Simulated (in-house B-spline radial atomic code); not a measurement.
Mn⁺. Computed with a B-spline radial atomic code. Model: non-relativistic spherical atom: semilocal Troullier-Martins pseudo-atom, one channel per l, against all electrons, high spin, G0W0 and RPA with empty states to l = 8, local potential for every l without a channel, a model core (radius 0 = none) keeps its share of the functional.

What the tables leave out is listed at the end.

The pseudopotential gives back the lowest level of each angular momentum of its own functional in the configuration it was made in; a second state of the same l is only approximately right. Exact exchange, RPA and GW see the smooth pseudo-orbitals and miss the exchange with the core, for which the functional's share stands in. The column with an uncorrelated core keeps all orbitals and exact exchange, and so separates missing core correlation from pseudisation. Only the three outermost levels and the lowest empty one were computed. RPA here is direct RPA, with no exchange kernel, and its energies carry an (l + 1/2)⁻⁴ tail. A hybrid on a potential with a model core restores only its own semilocal share of the core's exchange.

Command:
```bash
python run_psgw.py task.json out
```
Settings (lengths in bohr, energies in hartree):
```
Z                      25
electrons              24
configuration          [Ar] 3d5 4s1
generated_in           [Ar] 3d5 4s2
functional             pbe,pbe
core_shells            4
radius_factor          1.3
core_correction        False
ion_configuration      [Ar] 3d5
```

Cost of the run: 66 s on 1 thread of Arm Neoverse N1 (shared host).

Given: made with PBE; model core radius 0 bohr; local radius 1.327 bohr; mean-field start PBE.

Valence shells of the generating configuration: 3p, 3d, 4s.

Channel: s 3.279, p 0.983, d 2.96 (radii in bohr).

Computed: largest level miss in the spin-unpolarised generating configuration 0 eV; valence RPA correlation energy all-electron orbitals -0.70883 hartree; all-electron RPA polarisability, core included 20.92 bohr³; ionisation by mean-field all-electron 16.104 eV; ionisation by mean-field pseudo minus all 0.284 eV; ionisation by RPA all-electron 16.113 eV; ionisation by RPA pseudo minus all 1.964 eV.

```
          level  occupied  mean-field all-electron (eV)  mean-field pseudo minus all (eV)  G0W0 all-electron (eV)  G0W0 uncorrelated core minus all (eV)  G0W0 pseudo minus all (eV)  exchange self-energy all-electron (eV)  exchange self-energy pseudo (eV)
          4s up         1                       -12.457                            -0.088                 -16.245                                 -0.038                      -1.495                                 -12.141                           -14.167
3d down (empty)         0                       -11.609                             0.961                 -6.5809                                  0.233                       1.159                                 -12.284                           -5.8998
```

Task: What is the valence RPA correlation energy pseudo?

Result: -0.76784 hartree.

Task: What is the pseudo-atom RPA polarisability?

Result: 20.05 bohr³.

Given: mean-field start PBE0.

Computed: valence RPA correlation energy all-electron orbitals -0.66847 hartree; valence RPA correlation energy pseudo -0.73325 hartree; all-electron RPA polarisability, core included 18.239 bohr³; ionisation by mean-field all-electron 15.785 eV; ionisation by mean-field pseudo minus all 0.917 eV; ionisation by RPA all-electron 15.974 eV.

| level | occupied | mean-field all-electron (eV) | mean-field pseudo minus all (eV) | G0W0 all-electron (eV) | G0W0 uncorrelated core minus all (eV) | G0W0 pseudo minus all (eV) | exchange self-energy all-electron (eV) | exchange self-energy pseudo (eV) |
| --- | --- | --- | --- | --- | --- | --- | --- | --- |
| 4s up | 1 | -13.131 | -0.658 | -16.121 | -0.035 | -1.849 | -11.911 | -15.116 |
| 3d up | ? | ? | ? | ? | ? | ? | ? | ? |
| 3p down | 1 | -61.533 | 0.206 | -66.029 | -0.503 | 0.64 | -43.889 | -32.887 |
| 3d down (empty) | 0 | -8.7679 | 0.405 | -5.5424 | 0.243 | 0.888 | -11.344 | -5.6983 |

Task: What belongs in the row 3d up?

Result: occupied: 1; mean-field all-electron (eV): -18.885; mean-field pseudo minus all (eV): 0.173; G0W0 all-electron (eV): -23.356; G0W0 uncorrelated core minus all (eV): 0.1; G0W0 pseudo minus all (eV): 0.872; exchange self-energy all-electron (eV): -39.917; exchange self-energy pseudo (eV): -29.509.

Task: What is the ionisation by RPA pseudo minus all?

Result: 2.167 eV.

Task: What is the pseudo-atom RPA polarisability?

Result: 15.672 bohr³.

Given: mean-field start Hartree-Fock.

Computed: valence RPA correlation energy all-electron orbitals -0.57751 hartree; valence RPA correlation energy pseudo -0.64731 hartree; all-electron RPA polarisability, core included 14.148 bohr³; ionisation by mean-field pseudo minus all 3.145 eV; ionisation by RPA all-electron 15.664 eV; ionisation by RPA pseudo minus all 2.424 eV.

```json
{"level": "4s up", "occupied": "1", "mean-field all-electron (eV)": "-14.803", "mean-field pseudo minus all (eV)": "-3.348", "G0W0 all-electron (eV)": "-15.763", "G0W0 uncorrelated core minus all (eV)": "-0.025", "G0W0 pseudo minus all (eV)": "-2.543", "exchange self-energy all-electron (eV)": "-11.108", "exchange self-energy pseudo (eV)": "-18.607"}
{"level": "3d up", "occupied": "?", "mean-field all-electron (eV)": "?", "mean-field pseudo minus all (eV)": "?", "G0W0 all-electron (eV)": "?", "G0W0 uncorrelated core minus all (eV)": "?", "G0W0 pseudo minus all (eV)": "?", "exchange self-energy all-electron (eV)": "?", "exchange self-energy pseudo (eV)": "?"}
{"level": "3p down", "occupied": "1", "mean-field all-electron (eV)": "-68.535", "mean-field pseudo minus all (eV)": "2.741", "G0W0 all-electron (eV)": "-67.142", "G0W0 uncorrelated core minus all (eV)": "-0.463", "G0W0 pseudo minus all (eV)": "1.301", "exchange self-energy all-electron (eV)": "-43.536", "exchange self-energy pseudo (eV)": "-32.815"}
{"level": "4s down (empty)", "occupied": "0", "mean-field all-electron (eV)": "-5.8371", "mean-field pseudo minus all (eV)": "0.034", "G0W0 all-electron (eV)": "-6.9358", "G0W0 uncorrelated core minus all (eV)": "-0.009", "G0W0 pseudo minus all (eV)": "0.217", "exchange self-energy all-electron (eV)": "-0.74102", "exchange self-energy pseudo (eV)": "-0.83169"}
```

Task: What belongs in the row 3d up?

Result: occupied: 1; mean-field all-electron (eV): -25.398; mean-field pseudo minus all (eV): 2.47; G0W0 all-electron (eV): -24.364; G0W0 uncorrelated core minus all (eV): 0.108; G0W0 pseudo minus all (eV): 1.602; exchange self-energy all-electron (eV): -40.564; exchange self-energy pseudo (eV): -29.706.

Task: What is the pseudo-atom RPA polarisability?

Result: 8.6464 bohr³.

Task: What is the ionisation by mean-field all-electron?

Result: 14.687 eV.

Among the listed levels the largest G0W0 shift of the pseudo-atom is -2.54 eV, for 4s up on the Hartree-Fock start, while leaving the core uncorrelated moves that level by -0.03 eV. So pseudisation and the lost core exchange, not the missing core correlation, make the error. Not in the tables (levels of low weight, unsolved or above zero; the highest and the empty levels are kept at any weight): on PBE the G0W0 levels 3d up (pseudo minus all +0.55 eV, weights 0.78 and 0.60), 3p down (pseudo minus all +0.26 eV, weights 0.72 and 0.65).
